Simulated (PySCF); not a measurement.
# From computed data to an observable: oscillator strength and radiative lifetime

thiolane (C4H8S), SMILES C1CCSC1.

Geometry optimised at B3LYP-D3(BJ)/def2-SVP. Other conformers were not sampled.

TDA-PBE/def2-SVPD run with PySCF puts the first singlet state with f over 0.02 at 5.73 eV (vertical), with the transition dipole (0.385, 0.001, 0.000) in atomic units.

Task: Find the oscillator strength, the wavelength and the radiative lifetime that this transition would have in vacuum if emission retraced absorption.

Result: 
|μ|² = 0.1482 au, so |μ| = 0.98 D. ΔE = 5.73/27.211 = 0.2106 hartree. f = (2/3) ΔE |μ|² = 0.021 (the program prints 0.021).
λ = 1239.84/5.73 = 216 nm; ν = 46216 cm⁻¹.
Einstein's coefficient A = 0.6670 ν² f s⁻¹ (ν in cm⁻¹) = 3.0e7 s⁻¹, so τ = 1/A = 34 ns. This state is S4; the lower singlets have f = 0.000, 0.006, 0.018. The figure is the radiative limit of this one transition; relaxation, internal conversion, crossing to triplets and a medium change what is measured.
